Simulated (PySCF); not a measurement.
Cartesian coordinates in Å; atom numbers follow the order of the lines, from 1:
```xyz
23

C    -0.4618    0.4440    0.5470
C    -0.7544   -0.8386   -0.2348
C    -2.0638   -0.6750   -1.0088
C    -0.8763   -2.0180    0.7314
C     0.3665   -1.1027   -1.2713
C     1.7380   -1.1427   -0.6632
O     2.2033   -2.0757   -0.0511
O     2.4323   -0.0085   -0.8212
Si    3.9676    0.0435   -0.0450
H    -1.2957    0.6758    1.2276
H     0.4474    0.3480    1.1609
H    -0.3227    1.3038   -0.1267
H    -2.2894   -1.5740   -1.6039
H    -2.0184    0.1847   -1.6960
H    -2.9048   -0.5102   -0.3172
H     0.0630   -2.1957    1.2743
H    -1.6723   -1.8269    1.4682
H    -1.1286   -2.9454    0.1935
H     0.3452   -0.3172   -2.0399
H     0.1861   -2.0752   -1.7538
H     4.4510    1.4108   -0.3738
H     4.8831   -0.9802   -0.6122
H     3.8034   -0.1062    1.4251
```

Theoretical values (PySCF 2.14.0 with density-fitted response routines): shieldings: GIAO CAM-B3LYP/pcSseg-1, PBE0-D3(BJ)/def2-SVP geometry. No relativistic terms, equivalent nuclei averaged, one conformer, gas phase.

References, each an isolated molecule treated in the same way: $^{13}$C (σref 182.45), $^{1}$H (σref 31.33), $^{29}$Si (σref 343.41) vs TMS; $^{17}$O (σref 338.55) against H2O.

```tsv
atoms	nucleus	count	δ (ppm)
C2	$^{13}$C	1	?
H10/H11/H12/H13/H14/H15/H16/H17/H18	$^{1}$H	9	1.04
H19/H20	$^{1}$H	2	2.03
C1/C3/C4	$^{13}$C	3	?
C6	$^{13}$C	1	?
C5	$^{13}$C	1	51.2
H21/H22/H23	$^{1}$H	3	4.67
Si9	$^{29}$Si	1	-38.1
O7	$^{17}$O	1	466.7
O8	$^{17}$O	1	215.3
```

Task: Fill in the missing shifts.

Result: 
- C6: 185.3 ppm, carbonyl carbon
- C2: 32.0 ppm, quaternary sp3 carbon; saturated and bonded to C and H only
- C1/C3/C4: 31.3 ppm, methyl carbon; aliphatic region, no heteroatom directly attached

Shifts are as computed, not scaled to solution data. Of 1313 compounds with measured shifts, 239 miss one by over three times the rms of a fit or turn the order of signals round; such compounds aren't used in these exercises. Unscaled 17O shifts of doubly bonded oxygen tend to come out too high, by tens of ppm or more. Experimental scales use liquid or dissolved standards, which lie at an offset from isolated H2O (liquid H2O: subtract about 36 ppm).
